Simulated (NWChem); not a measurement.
System: SiH2O2Cl2; SMILES O[Si](O)(Cl)Cl

```xyz
7

O     -0.1008     1.3737    -1.2301
Si     0.0000     0.0000    -0.3394
O      0.1008    -1.3737    -1.2301
Cl    -1.6837    -0.0177     0.8174
Cl     1.6837     0.0177     0.8174
H      0.7013     1.6608    -1.6787
H     -0.7013    -1.6608    -1.6787
```
Atoms are numbered in this order, from 1.

Program: NWChem. Structure relaxed at the PBE0/def2-SVP level. Ions are spin-unrestricted doublets at the neutral geometry; other ion states weren't tried.

```json
[
 {"level": "B3LYP/def2-SVPD", "vertical ionisation energy, ΔSCF (eV)": "11.37", "−ε(HOMO) (eV)": "9.12", "ΔSCF minus −ε(HOMO) (eV)": "2.25"},
 {"level": "PBE/def2-SVPD", "vertical ionisation energy, ΔSCF (eV)": "10.80", "−ε(HOMO) (eV)": "7.86", "ΔSCF minus −ε(HOMO) (eV)": "2.94"},
 {"level": "PBE0/def2-SVPD", "vertical ionisation energy, ΔSCF (eV)": "…", "−ε(HOMO) (eV)": "…", "ΔSCF minus −ε(HOMO) (eV)": "…"}
]
```

### Question
Complete the blanks.

### Answer

- PBE0/def2-SVPD, vertical ionisation energy, ΔSCF (eV): 11.49
- PBE0/def2-SVPD, −ε(HOMO) (eV): 9.42
- PBE0/def2-SVPD, ΔSCF minus −ε(HOMO) (eV): 2.07
